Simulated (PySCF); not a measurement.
C4H9LiO, singlet, at a GFN2-xTB geometry (such geometries of metal compounds can be far from the true shape); PySCF with DF-WB97X/def2-SVP.

PySCF was given this input:
```python
from pyscf import gto, scf, dft

mol = gto.Mole()
mol.atom = '''
    Li    0.952825    1.839100    1.901016
    O     0.432552    0.834893    0.863001
    C    -0.035026   -0.067605   -0.069881
    C     1.009963   -1.173501   -0.300873
    C    -1.341387   -0.709986    0.429250
    C    -0.307909    0.649476   -1.403933
    H     0.658894   -1.895049   -1.033882
    H     1.208243   -1.683966    0.639096
    H     1.936718   -0.725713   -0.653071
    H    -1.155500   -1.218008    1.373067
    H    -1.725533   -1.425014   -0.293488
    H    -2.084437    0.066966    0.595546
    H     0.611900    1.106872   -1.761945
    H    -1.045512    1.433593   -1.247299
    H    -0.677517   -0.046428   -2.152459
'''
mol.basis = 'def2-svp'
mol.charge = 0
mol.spin = 0
mol.verbose = 4
mol.build()

mf = dft.RKS(mol)
mf.xc = 'wb97x'
mf = mf.density_fit(auxbasis='def2-universal-jkfit')
mf.kernel()
```

The log (banner, timings and long lists left out):

```
PySCF version 2.14.0

[INPUT] verbose = 4
[INPUT] num. atoms = 15
[INPUT] num. electrons = 44
[INPUT] charge = 0
[INPUT] spin (= nelec alpha-beta = 2S) = 0
[INPUT] symmetry False subgroup None
[INPUT] Mole.unit = angstrom
[INPUT] Symbol           X                Y                Z      unit          X                Y                Z       unit  Magmom
[INPUT]  1 Li     0.952825000000   1.839100000000   1.901016000000 AA    1.800578294639   3.475395315688   3.592399598416 Bohr   0.0
[INPUT]  2 O      0.432552000000   0.834893000000   0.863001000000 AA    0.817404814633   1.577719113316   1.630835535226 Bohr   0.0
[INPUT]  3 C     -0.035026000000  -0.067605000000  -0.069881000000 AA   -0.066189547239  -0.127754934651  -0.132055951311 Bohr   0.0
[INPUT]  4 C      1.009963000000  -1.173501000000  -0.300873000000 AA    1.908553465944  -2.217595496903  -0.568567568276 Bohr   0.0
[INPUT]  5 C     -1.341387000000  -0.709986000000   0.429250000000 AA   -2.534854057052  -1.341679092275   0.811164938970 Bohr   0.0
[INPUT]  6 C     -0.307909000000   0.649476000000  -1.403933000000 AA   -0.581863681289   1.227331764478  -2.653048867239 Bohr   0.0
[INPUT]  7 H      0.658894000000  -1.895049000000  -1.033882000000 AA    1.245129205119  -3.581123602631  -1.953753825118 Bohr   0.0
[INPUT]  8 H      1.208243000000  -1.683966000000   0.639096000000 AA    2.283248361923  -3.182234543079   1.207716407305 Bohr   0.0
[INPUT]  9 H      1.936718000000  -0.725713000000  -0.653071000000 AA    3.659866600515  -1.371398815036  -1.234125329896 Bohr   0.0
[INPUT] 10 H     -1.155500000000  -1.218008000000   1.373067000000 AA   -2.183578536935  -2.301701537529   2.594720580678 Bohr   0.0
[INPUT] 11 H     -1.725533000000  -1.425014000000  -0.293488000000 AA   -3.260784788899  -2.692886183671  -0.554611940846 Bohr   0.0
[INPUT] 12 H     -2.084437000000   0.066966000000   0.595546000000 AA   -3.939015053910   0.126547399658   1.125418834580 Bohr   0.0
[INPUT] 13 H      0.611900000000   1.106872000000  -1.761945000000 AA    1.156323415621   2.091684934950  -3.329593496547 Bohr   0.0
[INPUT] 14 H     -1.045512000000   1.433593000000  -1.247299000000 AA   -1.975731339946   2.709098144094  -2.357053505444 Bohr   0.0
[INPUT] 15 H     -0.677517000000  -0.046428000000  -2.152459000000 AA   -1.280321574737  -0.087736204511  -4.067558004355 Bohr   0.0

nuclear repulsion = 212.29350732396
number of shells = 62
number of NR pGTOs = 199
number of NR cGTOs = 124
basis = def2-svp
ecp = {}

******** <class 'pyscf.df.df_jk.DFRKS'> ********
method = DFRKS
initial guess = minao
damping factor = 0
level_shift factor = 0
DIIS = <class 'pyscf.scf.diis.CDIIS'>
diis_start_cycle = 1
diis_space = 8
diis_damp = 0
SCF conv_tol = 1e-09
SCF conv_tol_grad = None
SCF max_cycles = 50
direct_scf = False
XC library pyscf.dft.libxc version 7.1.2
    S. Lehtola, C. Steigemann, M. J. T. Oliveira, and M. A. L. Marques,  SoftwareX 7, 1–5 (2018)
XC functionals = wb97x
    J.-D. Chai and M. Head-Gordon,  J. Chem. Phys. 128, 084106 (2008)
radial grids:
    Treutler-Ahlrichs [JCP 102, 346 (1995); DOI:10.1063/1.469408] (M4) radial grids

becke partition: Becke, JCP 88, 2547 (1988); DOI:10.1063/1.454033
pruning grids: <function nwchem_prune>
grids dens level: 3
symmetrized grids: False
atomic radii adjust function: <function treutler_atomic_radii_adjust>
small_rho_cutoff = 0
Set gradient conv threshold to 3.16228e-05
Initial guess from minao.
tot grids = 172552
******** <class 'pyscf.df.df.DF'> ********
auxbasis = def2-universal-jkfit
Create RSH-DF object <pyscf.df.df.DF object> for omega=0.3
******** <class 'pyscf.df.df.DF'> ********
auxbasis = auxmol.basis = def2-universal-jkfit
init E= -240.818839938786
  HOMO = -0.348003322264243  LUMO = -0.0722805375284921  gap/eV = 7.50280
cycle= 1 E= -240.20918016428  delta_E= 0.61  |g|= 0.936  |ddm|= 3.54
  HOMO = -0.0702235108562  LUMO = 0.0252879511294974  gap/eV = 2.59900
cycle= 2 E= -240.093562986592  delta_E= 0.116  |g|= 1.25  |ddm|= 2.02
  HOMO = -0.298806944055092  LUMO = 0.0145428867240489  gap/eV = 8.52668
cycle= 3 E= -240.389867994298  delta_E= -0.296  |g|= 0.0696  |ddm|= 1.26
  HOMO = -0.296814691452956  LUMO = 0.0134634104288676  gap/eV = 8.44310
cycle= 4 E= -240.39094912438  delta_E= -0.00108  |g|= 0.0297  |ddm|= 0.0849
  HOMO = -0.30007829155688  LUMO = 0.0131190854454135  gap/eV = 8.52253
cycle= 5 E= -240.391166696529  delta_E= -0.000218  |g|= 0.00439  |ddm|= 0.0317
  HOMO = -0.300111024070913  LUMO = 0.0132493081695078  gap/eV = 8.52697
cycle= 6 E= -240.391173584041  delta_E= -6.89e-06  |g|= 0.00133  |ddm|= 0.00867
  HOMO = -0.300446163760498  LUMO = 0.0132474447424396  gap/eV = 8.53604
cycle= 7 E= -240.39117425369  delta_E= -6.7e-07  |g|= 0.000545  |ddm|= 0.00345
  HOMO = -0.300393239682253  LUMO = 0.0132419845067968  gap/eV = 8.53445
cycle= 8 E= -240.391174356205  delta_E= -1.03e-07  |g|= 9.51e-05  |ddm|= 0.00091
  HOMO = -0.300402547469898  LUMO = 0.0132389564020832  gap/eV = 8.53462
cycle= 9 E= -240.391174363324  delta_E= -7.12e-09  |g|= 2.06e-05  |ddm|= 0.000401
  HOMO = -0.300405974260528  LUMO = 0.0132381799184715  gap/eV = 8.53469
cycle= 10 E= -240.391174363569  delta_E= -2.45e-10  |g|= 5.64e-06  |ddm|= 5.89e-05
  HOMO = -0.300408196294266  LUMO = 0.0132377416449572  gap/eV = 8.53474
Extra cycle  E= -240.391174363579  delta_E= -9.66e-12  |g|= 3.85e-06  |ddm|= 1.11e-05
converged SCF energy = -240.391174363579
```
